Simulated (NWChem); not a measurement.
Molecule: CH5F2NOSi; SMILES CO[Si](N)(F)F

```xyz
11

C      0.0564    -2.3024    -0.1031
O      0.7064    -1.0797     0.1338
Si     0.0235     0.3961     0.0237
N     -1.4257     0.5017     0.8954
F      1.1823     1.4089     0.4863
F     -0.3365     0.8007    -1.4925
H     -0.9907    -2.2863     0.2457
H      0.0611    -2.5509    -1.1777
H      0.5928    -3.0976     0.4357
H     -2.1485     1.1536     0.6153
H     -1.4653     0.2898     1.8848
```
Atoms are numbered in this order, from 1.

All runs: NWChem. Medium grid unless said otherwise, to which SCAN and Minnesota functionals are sensitive. All runs use the structure optimised with PBE0/def2-SVP.

### Question
Order these by “orbital gap (eV)”, lowest first: BLYP/def2-SVP; M06-2X/def2-SVP; B3LYP/def2-SVP.

### Answer
BLYP/def2-SVP (6.53), B3LYP/def2-SVP (8.61), M06-2X/def2-SVP (11.55)
